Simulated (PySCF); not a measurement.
Level of theory: TPSSh-D3(BJ)/def2-TZVP // CAM-B3LYP-D3(BJ)/def2-TZVP (PySCF). Gas-phase values, no solvent. Excitations are Tamm–Dancoff values on a coarser integration grid. The basis has no diffuse functions, so Rydberg states are missing or too high.

Reference species (SMILES): `O=CC#N` (neutral, multiplicity 1).

- HOMO–LUMO gap: 4.74 eV
- S1–T1 gap (TDA): 0.70 eV
- LUMO: -3.54 eV

Changed species: `N=C=C=O`.

Q: What does the change do to the HOMO–LUMO gap, S1–T1 gap (TDA) and LUMO?

A: the HOMO–LUMO gap falls by 2.93 eV, to 1.81 eV; the S1–T1 gap (TDA) stays essentially unchanged; the LUMO falls by 0.43 eV, to -3.97 eV.
